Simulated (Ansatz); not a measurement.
Ca2O. The state is a singlet with charge 0. Geometry PBE0-D4/def2-TZVP; atoms count from 1.

```xyz
3

Ca    0.5983    1.5977    0.0549
Ca   -0.7304   -1.4167    0.6109
O     0.1320   -0.1810   -0.6658
```

The restricted singlet is unstable: a solution with broken spin symmetry lies lower. The geometry of the singlet was relaxed on an unsound state (restricted singlet, unstable towards broken spin symmetry). At PBE0-D4/def2-TZVP a triplet of charge 0 lies 0.21 eV below the restricted singlet, each at its own geometry. The structure comes from a short search, and lower isomers may exist.

Q: Estimate the Mulliken populations from the PBE0/def2-TZVP orbitals of Ansatz.

A: 
| atom | charge (e) |
| --- | --- |
| Ca1 | 0.50 |
| Ca2 | 0.50 |
| O3 | -1.00 |
Mulliken values and Mayer orders depend strongly on the basis.

Q: And the Mayer bond orders between bonded heavy atoms (over 0.3)?

A: Ca1–Ca2 1.05 (3.34 Å); Ca1–O3 0.81 (1.98 Å); Ca2–O3 0.81 (1.97 Å).
